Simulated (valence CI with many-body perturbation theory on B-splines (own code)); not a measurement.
**E1 transitions of F IV**

Calculated by configuration interaction combined with many-body perturbation theory (CI+MBPT): four valence electrons over a frozen Dirac-Fock core [He], radial functions for each j: 11 s, 11 p, 10 d, 8 f, 5 g, 2 h, with the one-electron correlation potential Σ1 (screened to all orders), the two-electron term Σ2, the three-electron term Σ3, Breit, model QED; selected single and double excitations, second order for the rest, scaled by the run's own slope (own B-spline code, finite nucleus).

Against 48 measured levels this calculation errs by 141 cm⁻¹ on average and by 849 at most. These come from a selection out of Moore, Atomic Energy Levels, vol. I, NSRDS-NBS 35 (1971 reprint of NBS Circular 467, 1949), an old analysis. Levels without a partner in it may be off by more. Among the levels kept, up to 2200 cm⁻¹ of a level comes from second order outside the variational space, and about a tenth of that is noise between levels of different J, which matters for small intervals. 1 measured level below the end of the list, from 492395 cm⁻¹ on, found no clear computed partner, and computed levels of the same name lie up to 459 cm⁻¹ from them.

Lines 351 to 400 of 560 in falling wavelength, among levels below 80.308 eV, chosen from the strongest by gf and those to the six lowest levels. Wavelengths and rates use the calculated energies, so an error of 100 cm⁻¹ moves a line at 964.1 Å by 0.096 % and its rate by three times that or more. Electric multipoles are in the length gauge, E1 and E2 with the static RPA response of the core. Weak lines are less certain than strong ones. Lines between different terms over intervals too small for the method are left out, as are lines whose strength nearly cancels. Where a level lies close to another of its J and parity, the split of strength between their lines is uncertain. The highest levels of a list are the least certain.

Names give the largest LS component (configuration and term), which can be under half, so a name can repeat, a term be missing and a line seem to break the LS rules; names also repeat where a configuration has a term twice. Letters in brackets count levels of one name in rising energy.

```tsv
λ vac (Å)	λ from measured levels	Upper	Lower	A (s⁻¹)	log gf	Branch %
999.4		2s²2p4f ³G_3	2s²2p3d ³F°_2	2.43e+09	0.41	63.2
999.4		2s²2p4f ³G_3	2s²2p3d ³F°_3	4.33e+08	-0.34	11.3
998.9		2s²2p4f ³G_5	2s²2p3d ³F°_4	3.81e+09	0.80	99.9
998.7		2s²2p4f ³G_4	2s²2p3d ³F°_3	2.34e+09	0.50	62.1
994.7		2s²2p4f ³G_3	2s²2p3d ¹D°_2	5.45e+08	-0.25	14.2
993.1		2s²2p4f ¹G_4	2s²2p3d ³F°_3	5.99e+08	-0.10	17.1
972.1		2s2p²4s ⁵P_3	2s2p²3p ⁵P°_3	3.81e+08	-0.42	9.0
964.1	963.4	2s2p²3p ³P°_2 [a]	2s²2p3p ³D_3	3.54e+08	-0.61	9.1
938.7		2s2p²4s ⁵P_2	2s2p²3p ⁵D°_3	7.34e+08	-0.31	17.4
938.0		2s2p²4s ⁵P_3	2s2p²3p ⁵D°_4	9.78e+08	-0.04	23.1
936.9		2s2p²4s ⁵P_2	2s2p²3p ⁵D°_2	4.32e+08	-0.55	10.3
927.9		2s²2p4s ³P°_2	2s²2p3p ³D_3	6.68e+08	-0.37	5.6
909.6		2p⁴ ³P_2	2s2p³ ³S°_1	6.98e+08	-0.36	8.4
906.1		2p⁴ ³P_1	2s2p³ ³S°_1	7.10e+08	-0.58	8.5
889.9		2s²2p4d ¹P°_1	2s²2p3p ¹S_0	7.90e+08	-0.55	4.3
883.3		2s²2p4s ¹P°_1	2s²2p3p ¹P_1	6.91e+08	-0.62	8.7
815.7		2s²2p4d ¹F°_3	2s²2p3p ¹D_2	1.35e+09	-0.03	4.3
789.2		2s²2p5f ¹D_2	2s²2p3d ¹P°_1	5.24e+08	-0.61	27.6
784.1		2s²2p5f ¹G_4	2s²2p3d ¹F°_3	8.79e+08	-0.14	52.8
776.5		2s²2p4d ³D°_3	2s²2p3p ³P_2	9.04e+08	-0.24	3.8
776.1	776.4	2s²2p4d ³D°_2	2s²2p3p ³P_1	7.53e+08	-0.47	3.3
754.5		2s²2p5f ³D_3	2s²2p3d ³P°_2	8.18e+08	-0.31	38.3
751.0		2s²2p4d ³P°_2	2s²2p3p ³S_1	5.76e+08	-0.61	3.8
745.5		2s²2p5f ³G_4	2s²2p3d ³D°_3	3.35e+08	-0.60	14.4
744.4		2s²2p5f ³F_3	2s²2p3d ³D°_2	4.62e+08	-0.57	18.3
743.6		2s²2p5f ³F_2	2s²2p3d ³D°_1	7.02e+08	-0.54	23.2
742.3		2s²2p5f ³F_4	2s²2p3d ³D°_3	4.66e+08	-0.46	18.6
741.7		2s²2p4d ³F°_2	2s²2p3p ³D_1	7.74e+08	-0.50	14.8
741.5		2s²2p4d ³F°_4	2s²2p3p ³D_3	1.46e+09	0.04	95.5
741.2		2s²2p4d ³F°_3	2s²2p3p ³D_2	1.33e+09	-0.12	71.7
722.2		2p⁴ ¹D_2	2s2p³ ¹D°_2	3.24e+09	0.10	91.4
719.6		2s²2p5f ³G_4	2s²2p3d ³F°_3	5.78e+08	-0.39	24.8
718.8		2s²2p4d ¹D°_2	2s²2p3p ¹P_1	6.99e+08	-0.57	7.2
718.0		2s²2p5f ³G_5	2s²2p3d ³F°_4	9.84e+08	-0.08	61.2
717.7		2s²2p5f ³G_3	2s²2p3d ¹D°_2	8.35e+08	-0.35	45.3
716.7		2s²2p5f ¹F_3	2s²2p3d ³F°_2	5.62e+08	-0.52	26.0
697.7		2s2p²3p ¹F°_3	2s²2p3p ¹D_2	1.25e+09	-0.19	8.8
681.7		2s2p²3d ³F_4 [b]	2s²2p3d ³D°_3	8.18e+08	-0.29	2.4
680.9		2s2p²3d ³F_3 [b]	2s²2p3d ³D°_2	6.97e+08	-0.47	2.0
679.5		2s²2p4p ¹P_1	2s²2p3s ¹P°_1	1.28e+09	-0.58	62.7
678.9	679.2	2s2p³ ³D°_3	2s²2p² ³P_2	8.68e+08	-0.38	100.0
678.7	679.0	2s2p³ ³D°_2	2s²2p² ³P_2	2.04e+08	-1.15	23.4
678.6	678.9	2s2p³ ³D°_1	2s²2p² ³P_2	2.19e+07	-2.34	2.5
676.9	677.2	2s2p³ ³D°_2	2s²2p² ³P_1	6.71e+08	-0.64	76.6
676.8	677.2	2s2p³ ³D°_1	2s²2p² ³P_1	3.58e+08	-1.13	40.7
675.8	676.1	2s2p³ ³D°_1	2s²2p² ³P_0	5.00e+08	-0.99	56.8
661.8		2s2p²3s ³D_3	2s²2p3s ³P°_2	1.80e+09	-0.08	18.8
660.3	660.6	2s2p²3s ³D_2	2s²2p3s ³P°_1	1.37e+09	-0.35	14.8
648.5		2s2p²3d ³G_5	2s²2p3d ³F°_4	1.10e+09	-0.12	80.4
647.2		2s2p²3d ³G_4	2s²2p3d ³F°_3	1.03e+09	-0.24	74.9
```

(1) How does gf follow from A for the line at 678.9 Å?

Results:

(1) gf = 1.4992 × (2J+1)_upper × A / σ², with σ = 147292 cm⁻¹ and 2J+1 = 7: gf = 0.420.
